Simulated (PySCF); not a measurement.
Be(Me) (CH3Be), SMILES [Be][CH3], multiplicity 2.

Coordinates come from a PBE-D3(BJ)/def2-TZVPD optimisation. The multiplicity is an assumed one; other spin states were not compared. The isomer is the one that the SMILES or the coordinates give; other isomers of the formula were not compared.

Calculation: TDA-PBE/def2-TZVPD run with PySCF 2.14.0.

Vertical excitations; the highest root listed may be one member of a degenerate set. 

Computed lowest excited states:
```json
[
 {"state": "root 1", "energy (eV)": "2.89", "λ (nm)": "429", "f": "0.074", "main pairs": "α HOMO→LUMO (degenerate set)"},
 {"state": "root 2", "energy (eV)": "2.89", "λ (nm)": "429", "f": "0.074", "main pairs": "α HOMO→LUMO+1 (degenerate set)"},
 {"state": "root 3", "energy (eV)": "4.34", "λ (nm)": "285", "f": "0.057", "main pairs": "α HOMO→LUMO+2 95 %"},
 {"state": "root 4", "energy (eV)": "5.05", "λ (nm)": "246", "f": "0.153", "main pairs": "α HOMO→LUMO+3 36 %, β HOMO→LUMO 61 %"},
 {"state": "root 5", "energy (eV)": "5.13", "λ (nm)": "242", "f": "0.025", "main pairs": "α HOMO→LUMO+4 (degenerate set)"},
 {"state": "root 6", "energy (eV)": "5.13", "λ (nm)": "242", "f": "0.025", "main pairs": "α HOMO→LUMO+5 (degenerate set)"},
 {"state": "root 7", "energy (eV)": "5.29", "λ (nm)": "234", "f": "0.000", "main pairs": "α HOMO→LUMO+3 62 %, β HOMO→LUMO 32 %"},
 {"state": "root 8", "energy (eV)": "5.74", "λ (nm)": "216", "f": "0.010", "main pairs": "α HOMO−1→LUMO+1, β HOMO→LUMO+2 (degenerate set)"},
 {"state": "root 9", "energy (eV)": "5.74", "λ (nm)": "216", "f": "0.010", "main pairs": "α HOMO−1→LUMO, β HOMO→LUMO+1 (degenerate set)"},
 {"state": "root 10", "energy (eV)": "6.23", "λ (nm)": "199", "f": "0.009", "main pairs": "α HOMO→LUMO+6 99 %"}
]
```
Unrestricted roots are not spin-pure.
